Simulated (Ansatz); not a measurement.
H₄OSeSi, SMILES `O[SiH2][SeH]` from Hartree–Fock to CCSD(T)

```xyz
7

O     0.029    1.526    0.576
Si    0.353    0.235   -0.385
Se    0.297   -1.758    0.724
H    -0.721    1.463    1.170
H    -0.613    0.124   -1.506
H     1.733    0.443   -0.868
H    -1.078   -2.034    0.290
```

The species carries charge 0 and has multiplicity 1. Correlated methods include outer-core shells of Se, which these sets cover unevenly. Scalar relativity is left out up to krypton. Geometry: relaxed with PBE0-D4/def2-TZVP. It is one conformer, not always the lowest. Frozen core, restricted reference, Ansatz.

```
     basis      HF (Eh)  MP2 corr.  CCSD corr.       (T)  CCSD(T) total
  def2-SVP  -2765.58491   -0.52468           ?  -0.01277              ?
def2-TZVPP            ?   -0.64243           ?         ?              ?
def2-QZVPP  -2766.15229   -0.97619           –         –              –
```

Question: Fill in the withheld values. (Best estimate.)

Answer: Ansatz gave: def2-SVP CCSD corr.: -0.55170; def2-SVP CCSD(T) total: -2766.14938; def2-TZVPP HF (Eh): -2766.09173; def2-TZVPP CCSD corr.: -0.66778; def2-TZVPP (T): -0.02359; def2-TZVPP CCSD(T) total: -2766.78310.
